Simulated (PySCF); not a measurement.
# Structure elucidation problem

Molecular formula: C₅H₁₁NSi. Simulated spectra:

1H NMR (500 MHz, computed): δ 4.66 (m, 1H), 4.26 (m, 1H), 4.18 (m, 1H), 2.88 (m, 1H), 2.26 (m, 1H), 1.31 (m, 2H), 1.13 (m, 1H), 1.01 (m, 1H), 0.97 (m, 2H).

13C{1H} NMR (computed): δ 62.4 (CH), 32.2 (CH2), 25.7 (CH2, 2C), 1.6 (CH2).

Relativity neglected, one averaged value for each set of equivalent atoms, a single conformation, in vacuum. Shielding tensors at PBE0/pcSseg-1 (GIAO); GFN2-xTB structure; PySCF 2.14.0 with density-fitted response routines.

Scale: TMS for 1H (31.72 ppm) and 13C (186.93 ppm) (reference shieldings calculated alike).

**Question.** Which of these isomers gave the spectra?
A. CC1(C)C=C[SiH2]N1
B. C1C[C@@H](N2CC2)[SiH2]1
C. C=C/C(C)=N\C[SiH3]

**Answer.** B. 

1. The formula gives 2 degrees of unsaturation (2 rings in the answer).
2. 4 carbon signals for 5 carbons: some carbons are equivalent by symmetry or fast rotation.
3. Carbon types of the structure: 1 × CH, 4 × CH2, leaving 2 H on heteroatoms.
4. δC 62.4: sp3 CH bonded to N and Si; the inductive effect lowers its shielding.
5. δC 32.2: sp3 CH2 in a ring; a saturated carbon with 2 carbon neighbours and no heteroatom attached.
6. δC 25.7: aziridine ring carbon; pulled downfield by the heteroatom.
7. δC 1.6: sp3 CH2 bonded to Si; an electropositive neighbour leaves it electron-rich and shielded.
8. δH 4.18: hydrogen on an sp3 CH bonded to N and Si; its carbon carries N, an electronegative neighbour.

The others: C=C/C(C)=N\C[SiH3] would give 5 carbon signals, not 4; CC1(C)C=C[SiH2]N1 would give 4 signals for carbon-bound and other non-exchanging H, not 9.

Shifts are as computed. Against solution values, carbons near 30 ppm lie about +3 ppm off and those near 130 ppm about +5 ppm. Of 1211 compounds with measured shifts, 218 miss one by over three times the rms of a fit or turn the order of signals round; such compounds aren't used in these exercises. No couplings were computed; multiplicities are counted from neighbouring protons, with m where these are inequivalent, close in shift, in a saturated or five-membered ring or joined by F or P, and br s for small geminal =CH2 splittings.
